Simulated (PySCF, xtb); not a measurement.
Si(NMe2)(SiH3) (C2H9NSi2), SMILES CN(C)[Si][SiH3] (connectivity only; charge and spin as stated), neutral, multiplicity 1.

GFN2-xTB (xtb 6.7.1) at its own geometry gives an orbital gap of 2.06 eV and a dipole moment of 2.38 D.

Geometry: ωB97X-D3(BJ)/def2-SVP. Other conformers were not sampled.

Task: What does PySCF with ωB97X/def2-TZVP give? (An estimate is asked for; the answer gives what the named calculation found.)

Result: gap 8.14 eV (levels -8.06 and 0.08 eV), dipole 2.52 D.
